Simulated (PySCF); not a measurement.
HSZn, SMILES [SH][Zn+], charge +1. Atoms are numbered in the order given.

```xyz
3

Zn     0.0018     0.7873     0.0000
S     -0.0827    -1.3838     0.0000
H      1.2672    -1.4786     0.0000
```
Charge +1, spin multiplicity 1.

The structure is a stationary point at B3LYP-D3(BJ)/def2-TZVP. The spin state was assumed, not searched. The isomer is the one that the SMILES or the coordinates give; other isomers of the formula were not compared.

The numbers are results of CAM-B3LYP/def2-TZVPD (PySCF), not measurements.

Symmetry labels are those of the subgroup Cs that the program uses (full group Cs).

**Question.** List the valence orbital energies around the gap with their symmetry. (An estimate is asked for; the answer gives what the named calculation found.)

**Answer.** 
| orbital | symmetry | energy (eV) |
|---|---|---|
| HOMO−7 | A' | -24.09 |
| HOMO−6 | A" | -24.03 |
| HOMO−5 | A' | -23.99 |
| HOMO−4 | A" | -23.97 |
| HOMO−3 | A' | -23.94 |
| HOMO−2 | A' | -18.48 |
| HOMO−1 | A' | -16.60 |
| HOMO | A" | -14.62 |
| LUMO | A' | -9.39 |
| LUMO+1 | A' | -5.69 |
| LUMO+2 | A" | -5.32 |
| LUMO+3 | A' | -3.66 |
